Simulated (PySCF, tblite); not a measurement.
Isomers of H8NOSi3 (doublet state), one GFN2-xTB conformer each. Single-point energies are computed at B3LYP/pcH-1 (PySCF, gas phase, no added dispersion term), electronic only. GFN2-xTB treats the open shell by occupation alone, and not every SCF solution was tested for stability.

```
              SMILES  GFN2-xTB relative energy (kcal/mol)
[SiH2]O[SiH2]N[SiH3]                                  1.4
 [SiH3]N[SiH]O[SiH3]                                  2.9
[SiH2]N[SiH2]O[SiH3]                                  0.0
```

Conformers: `[SiH2:1][O:2][SiH2:3][NH:4][SiH3:5]` (doublet state) with H–Si1–O2–Si3 -175° and -51°, Si1–O2–Si3–N4 -33°, O2–Si3–N4–Si5 5°; `[SiH3:1][NH:2][SiH:3][O:4][SiH3:5]` (doublet state) with Si1–N2–Si3–O4 -173°, N2–Si3–O4–Si5 34°; `[SiH2:1][NH:2][SiH2:3][O:4][SiH3:5]` (doublet state) with H–Si1–N2–Si3 70° and -58°, Si1–N2–Si3–O4 -17°, N2–Si3–O4–Si5 -29°.

**Question.** What does B3LYP/pcH-1 give for the same structures?

**Answer.** 
```tsv
SMILES	B3LYP/pcH-1 E (Eh)	B3LYP/pcH-1 (kcal/mol)	GFN2-xTB (kcal/mol)	point group
[SiH3]N[SiH]O[SiH3]	-1003.37922	0.0	2.9	C1
[SiH2]N[SiH2]O[SiH3]	-1003.37728	1.2	0.0	C1
[SiH2]O[SiH2]N[SiH3]	-1003.37599	2.0	1.4	C1
```

GFN2-xTB puts [SiH2]N[SiH2]O[SiH3] lowest instead; measured from each level's own lowest isomer, the values differ by up to 2.9 kcal/mol ([SiH3]N[SiH]O[SiH3]: 2.9 against 0.0). Neighbours under 5.0 kcal/mol apart ([SiH3]N[SiH]O[SiH3] and [SiH2]N[SiH2]O[SiH3]; [SiH2]N[SiH2]O[SiH3] and [SiH2]O[SiH2]N[SiH3]) can change places with a better method, another conformer or zero-point energy.

**Question.** What happens when harmonic zero-point energies from GFN2-xTB frequencies are added?

**Answer.** 
| SMILES | ZPE (kcal/mol) | electronic (kcal/mol) | with ZPE (kcal/mol) |
| --- | --- | --- | --- |
| [SiH3]N[SiH]O[SiH3] | 47.1 | 0.0 | 0.0 |
| [SiH2]N[SiH2]O[SiH3] | 47.3 | 1.2 | 1.4 |
| [SiH2]O[SiH2]N[SiH3] | 47.3 | 2.0 | 2.3 |

The zero-point energies span 0.2 kcal/mol. The order is unchanged.

**Question.** As an exercise, what shares would exp(−E/RT) give at 500 K from these electronic energies alone (no entropy, no degeneracies)?

**Answer.** RT = 0.994 kcal/mol: [SiH3]N[SiH]O[SiH3] 70.2 %, [SiH2]N[SiH2]O[SiH3] 20.6 %, [SiH2]O[SiH2]N[SiH3] 9.1 %.
